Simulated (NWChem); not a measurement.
## Ionisation of Br₂ (-1)

```xyz
2

Br     0.0000     0.0000     1.4592
Br     0.0000     0.0000    -1.4592
```
Charge -1, spin multiplicity 2.

Everything below was run with NWChem. The geometry was optimised at UPBE0/def2-SVP, a minimum by its harmonic frequencies.

Basis set: def2-TZVPD. −ε marks an orbital energy of the parent.

The Hamiltonian is non-relativistic. B3LYP has NWChem's definition, with VWN1-RPA local correlation. The structure started from a generated list of species. The unpaired electrons of the parent sit in orbitals of symmetry b1u (D2h labels of the run); other states weren't searched. The anion's geometry comes from a basis without diffuse functions. No SCF solution was tested for a lower state. Open-shell Hartree-Fock references start from PBE0 orbitals.

Problem. Order these methods by the first vertical ionisation energy they give, lowest first: −ε(alpha HOMO) of PBE, −ε(alpha HOMO) of B3LYP, −ε(alpha HOMO) of BLYP, −ε(alpha HOMO) of r2SCAN, −ε(alpha HOMO) of HF.

Solution. −ε(alpha HOMO) of BLYP (0.61 eV), −ε(alpha HOMO) of PBE (0.78 eV), −ε(alpha HOMO) of r2SCAN (1.11 eV), −ε(alpha HOMO) of B3LYP (1.72 eV), −ε(alpha HOMO) of HF (5.05 eV)
